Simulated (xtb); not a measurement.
silane (H4Si), singlet, geometry from GFN2-xTB; GFN2-xTB (xtb 6.7.1).

Here is a job for xtb.
```
$ xtb mol.xyz --gfn 2 --ohess --json

# file mol.xyz
5

Si    -0.00000000     0.00000000    -0.00000000
H      0.85687118     0.83207387     0.84090169
H     -0.85685565    -0.82713035     0.84578045
H     -0.82961346     0.85438800    -0.84584481
H      0.82959793    -0.85933152    -0.84083733
```

What the program printed (banner, timings and long lists left out):

```
   ID    Z sym.   atoms
    1   14 Si     1
    2    1 H      2-5

           -------------------------------------------------
          |                Calculation Setup                |
           -------------------------------------------------

           -------------------------------------------------
          |                 G F N 2 - x T B                 |
           -------------------------------------------------

          ...................................................
          :                      SETUP                      :
          :.................................................:
          :  # basis functions                  14          :
          :  # atomic orbitals                  13          :
          :  # shells                            7          :
          :  # electrons                         8          :
          :  max. iterations                   250          :
          :  Hamiltonian                  GFN2-xTB          :
          :  restarted?                      false          :
          :  GBSA solvation                  false          :
          :  PC potential                    false          :
          :  electronic temp.          300.0000000     K    :
          :  accuracy                    1.0000000          :
          :  -> integral cutoff          0.2500000E+02      :
          :  -> integral neglect         0.1000000E-07      :
          :  -> SCF convergence          0.1000000E-05 Eh   :
          :  -> wf. convergence          0.1000000E-03 e    :
          :  Broyden damping             0.4000000          :
          :  net charge                          0          :
          :  unpaired electrons                  0          :
          ...................................................

 iter      E             dE          RMSdq      gap      omega  full diag
   1     -3.7270896 -0.372709E+01  0.554E+00    8.05       0.0  T
   2     -3.8013860 -0.742964E-01  0.162E+00    6.73       1.0  T
   3     -3.8017436 -0.357564E-03  0.667E-01    6.68       1.0  T
   4     -3.8017763 -0.326709E-04  0.738E-02    6.71       1.0  T
   5     -3.8017771 -0.825381E-06  0.903E-03    6.71       5.0  T
   6     -3.8017774 -0.246624E-06  0.332E-03    6.71      13.5  T
   7     -3.8017773  0.186511E-07  0.403E-03    6.71      11.1  T
   8     -3.8017774 -0.204162E-07  0.320E-04    6.71     139.9  T
   9     -3.8017774 -0.150739E-09  0.396E-07    6.71  100000.0  T

[...]
         :: total energy              -3.763890914249 Eh    ::
 * total energy  :    -3.7638909 Eh     change       -0.1776357E-14 Eh
   *** GEOMETRY OPTIMIZATION CONVERGED AFTER 1 ITERATIONS ***
         :: total energy              -3.763890914249 Eh    ::
[...]
          :  rotational number                      12      :
          :  scaling factor                  1.0000000      :
          :  rotor cutoff                   50.0000000 cm⁻¹ :
          :  imag. cutoff                  -20.0000000 cm⁻¹ :
          :.................................................:

    mode    ω/cm⁻¹     T·S(HO)/kcal·mol⁻¹    T·S(FR)/kcal·mol⁻¹   T·S(vib)
   ------------------------------------------------------------------------
   ------------------------------------------------------------------------

   temp. (K)  partition function   enthalpy   heat capacity  entropy
                                   cal/mol     cal/K/mol   cal/K/mol   J/K/mol
 298.15  VIB   1.11                  249.618      3.298      1.053
         ROT   87.4                  888.752      2.981     11.866
         INT   97.4                 1138.370      6.279     12.918
         TR   0.176E+27             1481.254      4.968     36.316
         TOT                        2619.6240    11.2470    49.2342   205.9958

       T/K    H(0)-H(T)+PV         H(T)/Eh          T*S/Eh         G(T)/Eh
   ------------------------------------------------------------------------
    298.15    0.417464E-02    0.341462E-01    0.233927E-01    0.107534E-01
   ------------------------------------------------------------------------

         :::::::::::::::::::::::::::::::::::::::::::::::::::::
         ::                  THERMODYNAMIC                  ::
         :::::::::::::::::::::::::::::::::::::::::::::::::::::
         :: total free energy          -3.753137469116 Eh   ::
         ::.................................................::
         :: total energy               -3.763890914249 Eh   ::
         :: zero point energy           0.029971552959 Eh   ::
         :: G(RRHO) w/o ZPVE           -0.019218107826 Eh   ::
         :: G(RRHO) contrib.            0.010753445133 Eh   ::
         :::::::::::::::::::::::::::::::::::::::::::::::::::::

optimized geometry written to: xtbopt.xyz

           -------------------------------------------------
          | TOTAL ENERGY               -3.763890914249 Eh   |
          | TOTAL ENTHALPY             -3.729744724755 Eh   |
          | TOTAL FREE ENERGY          -3.753137469116 Eh   |
          | GRADIENT NORM               0.000000209542 Eh/α |
          | HOMO-LUMO GAP               6.707466877726 eV   |
           -------------------------------------------------

normal termination of xtb
```
